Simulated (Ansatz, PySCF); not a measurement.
B(H)(Cl)(NMe2) (C2H7BClN), SMILES CN(C)BCl.

The structure is a stationary point at B3LYP-D3(BJ)/def2-SVP. This is a generated structure with no PubChem entry under its InChIKey; it may be hypothetical. Other conformers were not sampled.

Vertical ionisation energy (IE) and electron affinity (EA) in eV. Rows of orbital energies are one-electron estimates. Where ΔSCF, EOM or ADC give a negative EA the extra electron is unbound and the value depends on the basis.

```json
[
 {"level": "−ε(HOMO), −ε(LUMO), M06-2X/def2-TZVP (PySCF)", "IE": "8.72", "EA": "-0.97"},
 {"level": "−ε(HOMO), −ε(LUMO), PBE/def2-TZVP (PySCF)", "IE": "6.19", "EA": "0.78"},
 {"level": "ΔSCF, CAM-B3LYP/def2-SVPD (Ansatz), final states of multiplicity 2 and 2", "IE": "9.59", "EA": "-1.52"},
 {"level": "ΔSCF, PBE/def2-SVPD (Ansatz), final states of multiplicity 2 and 2", "IE": "(withheld)", "EA": "(withheld)"}
]
```

Problem. Some entries are withheld; supply them. (Estimate from the structure and the level; the computed values follow.)

Solution. 
- ΔSCF, PBE/def2-SVPD (Ansatz, a quantum-chemistry and plane-wave program), final states of multiplicity 2 and 2, IE: 9.26
- ΔSCF, PBE/def2-SVPD (Ansatz), final states of multiplicity 2 and 2, EA: -1.24

Problem. What vertical singlet–triplet gap does ΔSCF give with CAM-B3LYP/def2-SVPD (Ansatz) and with PBE/def2-SVPD (Ansatz)? (The exact figures need the calculation; the answer reports its results.)

Solution. 5.46 and 5.15 eV (triplet above singlet where positive).
